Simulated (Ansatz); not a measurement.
System (SMILES): [BH2] (BH2), doublet.
Atoms: B1, H2, H3. Bonds: B1-H2, B1-H3.

Basis-set convergence of the optimised B1-H2 bond length at PBE with Ansatz (a first-principles code). Cartesian d functions, on some or all atoms, in 6-31+G*; all else is spherical. Core-valence sets carry the plain set on hydrogen. Open shells are unrestricted. No added dispersion term, no relativity. Reference: the value in pcseg-4, 1.1960 Å. Deviations are taken from unrounded values.

| basis | functions | optimised B1-H2 bond length (Å) | minus reference (Å) |
|---|---|---|---|
| 6-31+G* | 23 | 1.2024 | 0.0063 |
| 6-311+G** | 34 | 1.1982 | 0.0022 |
| aug-pcseg-1 | 41 | 1.2067 | 0.0107 |
| 6-311++G(2d,2p) | 47 | 1.1968 | 0.0007 |
| cc-pCVTZ | 71 | 1.1972 | 0.0011 |
| 6-311++G(3df,3pd) | 75 | 1.1967 | 0.0007 |
| aug-pcseg-2 | 92 | 1.1967 | 0.0007 |
| aug-pcseg-3 | 183 | 1.1960 | 0.0000 |

The smallest set listed that lies within 0.005 Å of the reference with all its larger relatives (same family, alike in diffuse functions; a set with none counts only in the reference's own line) is 6-311+G** (34 functions, 0.0022 Å off). Inside, with no larger relative to test it: cc-pCVTZ.
